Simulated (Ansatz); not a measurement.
GeSe2⁻, 3 atoms. Hardware: 4 threads of Arm Neoverse V1 on a shared host.

Correlated methods freeze 27 core orbitals; core or outer-core shells of Ge, Se are correlated, in sets that lack core-valence functions.

(1) How many basis functions does each of these Ansatz runs have, and roughly what does it cost? MP2/def2-TZVPD, charge -1 doublet, energy, from earlier orbitals; B97M-V/def2-TZVPD, charge -1 doublet, energy, from earlier orbitals; B97M-V/def2-TZVPD, charge -1 quartet, energy, from earlier orbitals; r2SCANh-D4/def2-TZVPD, charge -1 doublet, energy, from earlier orbitals; HF/def2-TZVPD, charge -1 doublet, energy, from earlier orbitals; CCSD(T)/def2-SVPD, charge -1 doublet, energy, from earlier orbitals; PBE-D4/def2-TZVPD, charge 0 singlet at the geometry of the charge -1 doublet, energy, from earlier orbitals; r2SCAN-D4/def2-TZVPD, charge -1 quartet, relaxation, 6 steps; r2SCAN-D4/def2-TZVPD, charge -1 doublet, relaxation, 4 steps; r2SCANh-D4/def2-TZVPD, charge -1 quartet, energy, from earlier orbitals; ωB97X-V/def2-TZVPD, charge -1 quartet, energy, from earlier orbitals; PBE0-D4/def2-TZVPD, charge 0 triplet at the geometry of the charge -1 doublet, energy.

Answers

(1) Other jobs shared the machine, so times can vary by a factor of up to 3. A dash marks memory too small to be measured apart from the calling script's.

```
                                                                                                        run  functions  fitting or Cholesky vectors  wall time  peak host memory (GiB)
PBE-D4/def2-TZVPD, charge 0 singlet at the geometry of the charge -1 doublet, energy, from earlier orbitals        168                         1219      1.8 s                       –
                                            HF/def2-TZVPD, charge -1 doublet, energy, from earlier orbitals        168                         1076      4.1 s                       –
                                           MP2/def2-TZVPD, charge -1 doublet, energy, from earlier orbitals        168                         1076        6 s                     0.6
                      PBE0-D4/def2-TZVPD, charge 0 triplet at the geometry of the charge -1 doublet, energy        168                         1076        9 s                    0.79
                                    r2SCANh-D4/def2-TZVPD, charge -1 quartet, energy, from earlier orbitals        168                         1074       11 s                    0.67
                                    r2SCANh-D4/def2-TZVPD, charge -1 doublet, energy, from earlier orbitals        168                         1076       11 s                    0.66
                                        B97M-V/def2-TZVPD, charge -1 doublet, energy, from earlier orbitals        168                         1219       12 s                       –
                                        B97M-V/def2-TZVPD, charge -1 quartet, energy, from earlier orbitals        168                         1219       13 s                       –
                                        CCSD(T)/def2-SVPD, charge -1 doublet, energy, from earlier orbitals        120                         1148       17 s                     1.3
                                               r2SCAN-D4/def2-TZVPD, charge -1 doublet, relaxation, 4 steps        168                         1219       19 s                       –
                                       ωB97X-V/def2-TZVPD, charge -1 quartet, energy, from earlier orbitals        168                         1074       22 s                    0.98
                                               r2SCAN-D4/def2-TZVPD, charge -1 quartet, relaxation, 6 steps        168                         1219       29 s                       –
```
